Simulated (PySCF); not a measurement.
A structure optimised at PBE-D3(BJ)/def2-SVP, used in a PySCF frequency run:

```xyz
7

N      2.0604    -0.1606     0.4037
Si     0.3998     0.1930     0.5217
F     -0.2667    -0.1028     1.9814
Cl     0.1241     2.2045     0.1853
Br    -0.7112    -1.0710    -0.9193
H      2.3950    -1.1177     0.2833
H      2.7667     0.4737     0.7803
```
Charge 0, spin multiplicity 1.

**Question.** Write its SMILES and formula.

**Answer.** N[Si](F)(Cl)Br, BrClFH2NSi

**Question.** What are its rotational constants (standard atomic weights)?

**Answer.** 2.6919, 1.1958, 1.0792 GHz
